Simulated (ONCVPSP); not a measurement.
# Transferability test, ONCV potential for boron

ONCVPSP 4.0.1 input, shortened (lines: element, Z, core and valence counts, functional; n l f; lmax; l rc ep ncon nbas qcut; lloc lpopt rc5 dvloc0; l nproj debl; icmod fcfact rcfact), LDA (Perdew-Zunger), scalar-relativistic:

```
  B 5.00    1    2        3      upf
    1    0    2.00
    2    0    2.00
    2    1    0.50
    1
    0    1.35    0.00    5    8    3.90
    1    2.50    0.00    4    9    4.50
    0    5    1.35    0.00
    0    0    3.10
    1    2    3.00
    3    5.75    1.35
```

Energies are relative to the spin-unpolarised reference configuration 2s2 2p0.5; without spin polarisation the order of configurations can differ from experiment.

```tsv
valence configuration	charge	ΔE all-electron (eV)	error AE − PS (meV)
2s2 2p0	+1	5.384	+22
2s1 2p1	+1	11.340	-26
```

**Question.** What are ΔE and the potential's error for 2s1 2p0?

**Answer.** ΔE = 30.689 eV all-electron; the error (AE − PS) is +110 meV.

**Question.** What are ΔE and the potential's error for 2s2 2p1?

**Answer.** ΔE = -2.943 eV all-electron; the error (AE − PS) is +8.3 meV.
